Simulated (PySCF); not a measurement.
methylhydroxycarbene (C₂H₄O), SMILES C[C]O (connectivity only; charge and spin as stated), neutral, multiplicity 1. Atoms are numbered in the order given.

```xyz
7

C      0.1313    -1.1360     0.0000
C     -0.6615     0.1346     0.0000
O      0.1267     1.1740     0.0000
H      0.7837    -1.1579     0.8861
H     -0.4969    -2.0242     0.0000
H      0.7837    -1.1579    -0.8861
H      1.0965     0.9560     0.0000
```
Charge 0, spin multiplicity 1.

Geometry: r2SCAN-D4/def2-TZVP. The geometry has at least one imaginary mode, so it is a saddle point at that level. The values are those of a single conformer.

These are PySCF with HF/pcSseg-2 values and carry that method's errors.

GIAO shieldings, no solvent; atoms alike by connectivity are averaged. δ = σ(ref) − σ: ¹³C against TMS (σ = 193.3 ppm); ¹⁷O against H2O (σ = 326.0 ppm); ¹H against TMS (σ = 31.98 ppm), references at their B3LYP-D3(BJ)/def2-TZVP geometries, non-relativistic.

Computed chemical shifts:
```tsv
nucleus	atoms	count	δ (ppm)
¹³C	C2	1	560.1
¹³C	C1	1	46.6
¹⁷O	O3	1	372.9
¹H	H7	1	10.70
¹H	H4, H5, H6	3	2.42
```
